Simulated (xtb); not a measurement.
CH3BrZn, SMILES [CH3][Zn][Br]. All values are semi-empirical tight-binding results from xtb (GFN2-xTB unless named), good for trends rather than for accurate numbers. Geometry optimised at GFN2-xTB. The structure was generated by enumeration; whether it is a known compound was not checked.

For metal compounds this method's bond lengths and energies can be far off.

```yaml
point_group_as_xtb_finds_it: C3v
orbital_gap: 5.08 eV
zero_point_energy: 22.2 kcal/mol
G − E(el) at 298.15 K (modified RRHO): 3.9 kcal/mol
```
